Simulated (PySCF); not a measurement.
C2H5InO2, SMILES CC(=O)[O][InH2]. Coordinates come from a B3LYP-D3(BJ)/def2-SVP optimisation. The def2 effective core potentials stand for the cores of In; spin–orbit coupling is left out.

Problem. Give the equilibrium geometry at B3LYP-D3(BJ)/def2-SVP (PySCF confirms it by a frequency run) as a Z-matrix. (Estimate from the structure and the level; the computed values follow.)

Solution. 
```
C
O 1 1.2698
O 1 1.2703 2 119.92
C 1 1.5047 2 120.14 3 -178.54
H 4 1.0971 1 110.59 2 -24.01
H 4 1.0980 5 111.15 1 122.78
H 4 1.1022 5 108.52 6 118.44
In 3 2.2593 1 90.96 2 -0.24
H 8 1.7165 3 108.55 1 100.89
H 8 1.7167 9 137.55 3 -149.18
```
Charge 0, spin multiplicity 1.
